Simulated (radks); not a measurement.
Question: Ionisation of the lead ion Pb+, [Hg] 6p1, to [Hg] as the strength of local exchange is varied. Method: Dirac Kohn-Sham, Slater X-alpha exchange (alpha = 2/3 is LDA exchange), no correlation, spin-unpolarised, spherical densities, finite nucleus; open shells fill j = l - 1/2 first; Fermi nuclear charge, rms radius 5.5012 fm; computed with a radial shooting solver on a logarithmic mesh with Libxc functionals.

| alpha | E(Pb+) (hartree) | exchange (hartree) | IE (eV) | -e of the level emptied (eV) | <r> of it (bohr) |
|---|---|---|---|---|---|
| 0.644 | -20890.0283 | -357.1367 | 13.809 | 9.938 (6p1/2) | 2.831 |
| 0.656 | -20896.6841 | -363.9113 | 13.919 | 10.039 (6p1/2) | 2.821 |
| 0.667 | -20902.7872 | -370.1253 | 14.020 | 10.133 (6p1/2) | 2.812 |
| 0.889 | -21026.3525 | -496.3196 | 16.133 | 12.108 (6p1/2) | 2.648 |
| 1.044 | -21113.0701 | -585.3146 | 17.690 | 13.580 (6p1/2) | 2.548 |
| x | -21080.0184 | -551.3533 | 17.089 | 13.011 (6p1/2) | 2.585 |

Which alpha was used in the last row?

Answer: alpha = 0.985. NIST Atomic Spectra Database: 15.032 eV (measured). The Delta-SCF value meets it near alpha = 0.77. Spin polarisation and multiplet splitting are left out, so open shells lie too high by an amount that depends on their filling.

Beside tabulated values, note that spin-unpolarised runs miss the spin-polarisation part of the exchange energy of open shells.
